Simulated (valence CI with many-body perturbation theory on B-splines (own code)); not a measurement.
## Energy levels of La⁵⁰⁺

Level of theory: relativistic CI+MBPT: five valence electrons over a frozen Dirac-Fock core [He], a basis of 9 s, 9 p, 8 d, 6 f, 3 g, 1 h functions for each j, with the one-electron correlation potential Σ1, the two-electron term Σ2, the three-electron term Σ3, Breit, model QED; selected CI, second order for the rest, scaled by the run's own slope (own B-spline code, finite nucleus).

No measured spectrum was set against this ion. As an estimate, large intervals hold to a few tenths of a per cent, small ones and those within an open d or f shell to about a per cent. Among the levels kept, up to 4100 cm⁻¹ of a level comes from second order outside the variational space, and about a tenth of that is noise between levels of different J, which matters for small intervals.

Levels 1 to 45 of 62, with energies above the lowest level, (2s^2 2p1/2^2 2p3/2) J=3/2. "Leading %" is the weight of the configuration and term that name the level; weights of strongly mixed levels are sums over their largest components and can fall short, so below about 35 % the name and the second component can differ from the true leading terms, or belong to a minority configuration. In the jj column 3d3/2^4 stands for four electrons in 3d with j = 3/2. Lifetimes count E1, E2, E3, M1 and M2 decay at the calculated energies, and are blank where another channel may lead or the interval is too uncertain; long ones can be off by a factor of two.

| No. | Configuration | Term | J | E (× 10³ cm⁻¹) | Leading % | g | Lifetime | Leading jj |
| --- | --- | --- | --- | --- | --- | --- | --- | --- |
| 1 | 2s2.2p3 | 2P° | 3/2 | 0.00 | 47 | 1.349 |  | 2s^2 2p1/2^2 2p3/2 (100 %) |
| 2 | 2s2.2p3 | 4S° | 3/2 | 3339.6 | 55 | 1.441 | 1.41 ns | 2s^2 2p1/2 2p3/2^2 (100 %) |
| 3 | 2s2.2p3 | 2D° | 5/2 | 3507.2 | 100 | 1.178 | 8.23 ns | 2s^2 2p1/2 2p3/2^2 (100 %) |
| 4 | 2s2.2p3 | 2P° | 1/2 | 3782.1 | 100 | 0.638 | 2.22 ns | 2s^2 2p1/2 2p3/2^2 (100 %) |
| 5 | 2s.2p4 | 4P | 5/2 | 5235.9 | 74 | 1.474 | 3.19 ps | 2s 2p1/2^2 2p3/2^2 (99 %) |
| 6 | 2s.2p4 | 2S | 1/2 | 5833.3 | 62 | 2.074 | 809 fs | 2s 2p1/2^2 2p3/2^2 (99 %) |
| 7 | 2s.2p4 | 2P | 3/2 | 5845.8 | 46 | 1.194 | 466 fs | 2s 2p1/2^2 2p3/2^2 (99 %) |
| 8 | 2s2.2p3 | 2P° | 3/2 | 7131.8 | 52 | 1.285 | 512 ps | 2s^2 2p3/2^3 (99 %) |
| 9 | 2s.2p4 | 4P | 3/2 | 8744.8 | 81 | 1.566 | 955 fs | 2s 2p1/2 2p3/2^3 (99 %) |
| 10 | 2s.2p4 | 2D | 5/2 | 9020.2 | 74 | 1.283 | 947 fs | 2s 2p1/2 2p3/2^3 (99 %) |
| 11 | 2s.2p4 | 2P | 1/2 | 9347.1 | 62 | 1.403 | 363 fs | 2s 2p1/2 2p3/2^3 (98 %) |
| 12 | 2s.2p4 | 2D | 3/2 | 9434.4 | 50 | 1.046 | 360 fs | 2s 2p1/2 2p3/2^3 (99 %) |
| 13 | 2p5 | 2P° | 3/2 | 11530 | 99 | 1.314 | 319 fs | 2p1/2^2 2p3/2^3 (99 %) |
| 14 | 2s.2p4 | 2S | 1/2 | 12825 | 36 | 1.792 | 416 fs | 2s 2p3/2^4 (98 %) |
| 15 | 2p5 | 2P° | 1/2 | 15049 | 100 | 0.638 | 238 fs | 2p1/2 2p3/2^4 (100 %) |
| 16 | 2s2.2p2.3s | 4P | 1/2 | 41381 | 48 | 2.012 | 16.0 fs | 2s^2 2p1/2^2 3s (99 %) |
| 17 | 2s2.2p2.3p | 2P° | 1/2 | 41955 | 44 | 0.655 | 1.49 ps | 2s^2 2p1/2^2 3p1/2 (99 %) |
| 18 | 2s2.2p2.3p | 2P° | 3/2 | 43049 | 32 | 1.329 | 1.52 ps | 2s^2 2p1/2^2 3p3/2 (99 %) |
| 19 | 2s2.2p2.3d | 2D | 3/2 | 43597 | 40 | 0.785 | 11.6 fs | 2s^2 2p1/2^2 3d3/2 (100 %) |
| 20 | 2s2.2p2.3d | 2D | 5/2 | 43948 | 34 | 1.195 | 2.19 fs | 2s^2 2p1/2^2 3d5/2 (99 %) |
| 21 | 2s2.2p2.3s | 4P | 3/2 | 44779 | 88 | 1.666 | 22.7 fs | 2s^2 2p1/2 2p3/2 3s (99 %) |
| 22 | 2s2.2p2.3s | 2P | 1/2 | 44841 | 67 | 1.299 | 10.7 fs | 2s^2 2p1/2 2p3/2 3s (100 %) |
| 23 | 2s2.2p2.3s | 2D | 5/2 | 44921 | 62 | 1.328 | 22.5 fs | 2s^2 2p1/2 2p3/2 3s (99 %) |
| 24 | 2s2.2p2.3s | 2D | 3/2 | 44959 | 63 | 0.977 | 11.4 fs | 2s^2 2p1/2 2p3/2 3s (99 %) |
| 25 | 2s2.2p2.3p | 4P° | 1/2 | 45349 | 47 | 1.724 | 2.05 ps | 2s^2 2p1/2 2p3/2 3p1/2 (99 %) |
| 26 | 2s2.2p2.3p | 4D° | 3/2 | 45394 | 56 | 1.140 | 2.05 ps | 2s^2 2p1/2 2p3/2 3p1/2 (99 %) |
| 27 | 2s2.2p2.3p | 2F° | 5/2 | 45494 | 47 | 1.071 | 1.51 ps | 2s^2 2p1/2 2p3/2 3p1/2 (99 %) |
| 28 | 2s2.2p2.3p | 2P° | 3/2 | 45710 | 42 | 1.333 | 566 fs | 2s^2 2p1/2 2p3/2 3p1/2 (98 %) |
| 29 | 2s2.2p2.3p | 4D° | 5/2 | 46294 | 28 | 1.506 | 77.9 fs | 2s^2 2p1/2 2p3/2 3p3/2 (57 %) |
| 30 | 2s2.2p2.3p | 2P° | 1/2 | 46406 | 34 | 1.609 | 665 fs | 2s^2 2p1/2 2p3/2 3p3/2 (98 %) |
| 31 | 2s2.2p2.3p | 2D° | 3/2 | 46460 | 52 | 1.155 | 1.36 ps | 2s^2 2p1/2 2p3/2 3p3/2 (99 %) |
| 32 | 2s.2p3.3s | 4S° | 3/2 | 46495 | 15 | 1.442 | 24.1 fs | 2s^2 2p1/2 2p3/2 3p3/2 (50 %) |
| 33 | 2s2.2p2.3p | 4D° | 5/2 | 46505 | 28 | 1.513 | 57.4 fs | 2s 2p1/2^2 2p3/2 3s (51 %) |
| 34 | 2s2.2p2.3p | 2F° | 7/2 | 46516 | 62 | 1.233 | 1.50 ps | 2s^2 2p1/2 2p3/2 3p3/2 (100 %) |
| 35 | 2s2.2p2.3p | 2D° | 5/2 | 46690 | 58 | 1.221 | 575 fs | 2s^2 2p1/2 2p3/2 3p3/2 (94 %) |
| 36 | 2s.2p3.3s | 2P° | 3/2 | 46692 | 21 | 1.439 | 26.7 fs | 2s 2p1/2^2 2p3/2 3s (53 %) |
| 37 | 2s2.2p2.3p | 2P° | 1/2 | 46764 | 76 | 0.655 | 77.1 fs | 2s^2 2p1/2 2p3/2 3p3/2 (87 %) |
| 38 | 2s2.2p2.3d | 4F | 3/2 | 46997 | 35 | 1.075 | 4.39 fs | 2s^2 2p1/2 2p3/2 3d3/2 (82 %) |
| 39 | 2s2.2p2.3d | 4F | 5/2 | 47009 | 41 | 1.115 | 4.25 fs | 2s^2 2p1/2 2p3/2 3d3/2 (69 %) |
| 40 | 2s2.2p2.3d | 4D | 1/2 | 47038 | 79 | 0.238 | 12.0 fs | 2s^2 2p1/2 2p3/2 3d3/2 (100 %) |
| 41 | 2s.2p3.3s | 2P° | 1/2 | 47042 | 39 | 0.785 | 15.1 fs | 2s 2p1/2^2 2p3/2 3s (85 %) |
| 42 | 2s.2p3.3p | 6P | 3/2 | 47048 | 21 | 1.561 | 19.0 fs | 2s 2p1/2^2 2p3/2 3p1/2 (78 %) |
| 43 | 2s2.2p2.3d | 2F | 5/2 | 47051 | 19 | 1.201 | 6.42 fs | 2s 2p1/2^2 2p3/2 3p1/2 (57 %) |
| 44 | 2s.2p3.3s | 2P° | 3/2 | 47055 | 32 | 1.375 | 28.1 fs | 2s 2p1/2^2 2p3/2 3s (95 %) |
| 45 | 2s2.2p2.3d | 2G | 7/2 | 47134 | 48 | 1.034 | 1.38 ps | 2s^2 2p1/2 2p3/2 3d3/2 (95 %) |

The ionisation energy to 2s2.2p2 3P_0 of the next ion comes out as 9436.7 eV (NIST: 9437 ± 4 eV (theoretical)). All 62 levels together are meant to be complete up to 48318 × 10³ cm⁻¹.
